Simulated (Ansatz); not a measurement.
Mulliken charges of F₃H₄NSi₂ (`F[SiH2]N[SiH](F)F`) from ωB97M-V/def2-TZVPP in Ansatz (PBE0-D4/def2-TZVP geometry).

```json
{"atom": "F1", "x (Å)": "-0.694", "y (Å)": "-2.456", "z (Å)": "0.573", "charge (e)": "-0.308"}
{"atom": "Si2", "x (Å)": "-1.045", "y (Å)": "-1.130", "z (Å)": "-0.246", "charge (e)": "0.513"}
{"atom": "N3", "x (Å)": "0.343", "y (Å)": "-0.152", "z (Å)": "-0.493", "charge (e)": "-0.330"}
{"atom": "Si4", "x (Å)": "0.866", "y (Å)": "1.184", "z (Å)": "0.418", "charge (e)": "0.727"}
{"atom": "F5", "x (Å)": "2.346", "y (Å)": "0.964", "z (Å)": "0.941", "charge (e)": "-0.296"}
{"atom": "F6", "x (Å)": "0.947", "y (Å)": "2.486", "z (Å)": "-0.484", "charge (e)": "-0.295"}
{"atom": "H7", "x (Å)": "-2.014", "y (Å)": "-0.358", "z (Å)": "0.557", "charge (e)": "-0.039"}
{"atom": "H8", "x (Å)": "-1.571", "y (Å)": "-1.576", "z (Å)": "-1.553", "charge (e)": "-0.039"}
{"atom": "H9", "x (Å)": "0.945", "y (Å)": "-0.432", "z (Å)": "-1.257", "charge (e)": "0.108"}
{"atom": "H10", "x (Å)": "-0.041", "y (Å)": "1.420", "z (Å)": "1.547", "charge (e)": "-0.041"}
```

Q: By hand: the dipole of these point charges (1 e Å = 4.8032 D).

A: Σ q r = (-0.536, 0.040, -0.132) e Å, of length 0.553 e Å = 2.66 D.

Q: How does the dipole of the full density compare? (An estimate is asked.)

A: The calculation gave: (-0.192, -0.051, -0.231) e Å, 1.46 D; the point charges give 1.82 times that, at 39° from its direction.

Point charges leave out the atoms' own dipoles, such as those of lone pairs, and Mulliken's split depends on the basis, so the two needn't agree.
